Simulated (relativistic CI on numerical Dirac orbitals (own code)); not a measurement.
## Inner-shell lines of Eu³¹⁺

Method of calculation: Dirac-Coulomb-Breit CI, orbitals from a KLI potential per configuration, model QED, unscaled Slater integrals (own radial code, finite nucleus).

Configuration list (outside the closed core [Ar]): 3d¹⁰4s²4p², 3d⁹4s²4p³, 3d⁹4s²4p²4f, 3d⁹4s²4p²5p, 3d⁹4s4p⁴, 3d¹⁰4s4p³. Levels of other configurations are missing.

The table holds the strongest lines. The upper levels have an inner-shell vacancy. Auger decay, open to those above the ionisation limit, is not computed, and radiative decays to configurations outside the model are missing too. Absolute energies can be off by a few tenths of a per cent, so close lines can change order. LS names give the leading component, which can be well under half, for lower levels too. Brackets number the levels in order of energy.

```
 E (eV)                   Upper               Lower   A (s⁻¹)  gA (s⁻¹)
1307.49  3d⁹4s²4p²4f ³D°1 [121]  3d¹⁰4s²4p² ³P0 [1]  2.40e+13  7.20e+13
1307.61  3d⁹4s²4p²4f ³D°1 [199]  3d¹⁰4s²4p² ³P1 [2]  1.01e+13  3.02e+13
1308.85  3d⁹4s²4p²4f ³F°2 [213]  3d¹⁰4s²4p² ¹D2 [3]  2.12e+13  1.06e+14
1309.03  3d⁹4s²4p²4f ³P°1 [203]  3d¹⁰4s²4p² ³P1 [2]  1.15e+13  3.45e+13
1309.09  3d⁹4s²4p²4f ³D°2 [204]  3d¹⁰4s²4p² ³P1 [2]  6.16e+12  3.08e+13
1309.46  3d⁹4s²4p²4f ³G°3 [214]  3d¹⁰4s²4p² ¹D2 [3]  2.04e+13  1.43e+14
1310.09  3d⁹4s²4p²4f ³D°3 [332]  3d¹⁰4s²4p² ³P2 [4]  1.41e+13  9.87e+13
1310.28  3d⁹4s²4p²4f ³P°1 [215]  3d¹⁰4s²4p² ¹D2 [3]  2.58e+13  7.75e+13
1310.67  3d⁹4s²4p²4f ³D°2 [210]  3d¹⁰4s²4p² ³P1 [2]  1.03e+13  5.13e+13
1310.73  3d⁹4s²4p²4f ¹D°2 [333]  3d¹⁰4s²4p² ³P2 [4]  1.57e+13  7.85e+13
1310.84  3d⁹4s²4p²4f ³D°1 [341]  3d¹⁰4s²4p² ¹S0 [5]  2.20e+13  6.59e+13
1310.90  3d⁹4s²4p²4f ³P°1 [334]  3d¹⁰4s²4p² ³P2 [4]  2.12e+13  6.36e+13
1311.73  3d⁹4s²4p²4f ³F°3 [335]  3d¹⁰4s²4p² ³P2 [4]  1.07e+13  7.49e+13
1343.33  3d⁹4s²4p²4f ³D°2 [313]  3d¹⁰4s²4p² ¹D2 [3]  2.46e+13  1.23e+14
1343.80  3d⁹4s²4p²4f ³D°1 [199]  3d¹⁰4s²4p² ³P0 [1]  2.33e+13  6.98e+13
1344.68  3d⁹4s²4p²4f ³D°3 [319]  3d¹⁰4s²4p² ¹D2 [3]  3.77e+12  2.64e+13
1346.00  3d⁹4s²4p²4f ³D°1 [308]  3d¹⁰4s²4p² ³P1 [2]  1.09e+14  3.28e+14
1346.08  3d⁹4s²4p²4f ³D°1 [206]  3d¹⁰4s²4p² ³P0 [1]  1.31e+14  3.93e+14
1346.45  3d⁹4s²4p²4f ¹D°2 [324]  3d¹⁰4s²4p² ¹D2 [3]  5.73e+12  2.87e+13
1346.66  3d⁹4s²4p²4f ³D°1 [311]  3d¹⁰4s²4p² ³P1 [2]  2.94e+13  8.81e+13
1346.67  3d⁹4s²4p²4f ¹F°3 [325]  3d¹⁰4s²4p² ¹D2 [3]  1.47e+14  1.03e+15
1346.86  3d⁹4s²4p²4f ³P°0 [312]  3d¹⁰4s²4p² ³P1 [2]  1.05e+14  1.05e+14
1347.04  3d⁹4s²4p²4f ³D°2 [313]  3d¹⁰4s²4p² ³P1 [2]  1.28e+14  6.39e+14
1347.35  3d⁹4s²4p²4f ¹D°2 [327]  3d¹⁰4s²4p² ¹D2 [3]  1.33e+14  6.64e+14
1347.50  3d⁹4s²4p²4f ³P°1 [316]  3d¹⁰4s²4p² ³P1 [2]  2.31e+13  6.94e+13
1348.20  3d⁹4s²4p²4f ¹P°1 [384]  3d¹⁰4s²4p² ³P2 [4]  1.64e+14  4.92e+14
1348.22  3d⁹4s²4p²4f ³D°3 [385]  3d¹⁰4s²4p² ³P2 [4]  1.51e+14  1.06e+15
1348.27  3d⁹4s²4p²4f ¹P°1 [329]  3d¹⁰4s²4p² ¹D2 [3]  7.39e+13  2.22e+14
1348.45  3d⁹4s²4p²4f ³P°0 [320]  3d¹⁰4s²4p² ³P1 [2]  5.55e+13  5.55e+13
1348.46  3d⁹4s²4p²4f ³P°2 [386]  3d¹⁰4s²4p² ³P2 [4]  1.57e+14  7.85e+14
1348.53  3d⁹4s²4p²4f ¹P°1 [330]  3d¹⁰4s²4p² ¹D2 [3]  7.84e+13  2.35e+14
1348.55  3d⁹4s²4p²4f ¹P°1 [387]  3d¹⁰4s²4p² ¹S0 [5]  1.53e+14  4.60e+14
1349.98  3d⁹4s²4p²4f ³P°1 [334]  3d¹⁰4s²4p² ¹D2 [3]  1.12e+13  3.36e+13
1350.16  3d⁹4s²4p²4f ¹D°2 [324]  3d¹⁰4s²4p² ³P1 [2]  8.74e+12  4.37e+13
1351.06  3d⁹4s²4p²4f ¹D°2 [327]  3d¹⁰4s²4p² ³P1 [2]  1.49e+13  7.47e+13
```
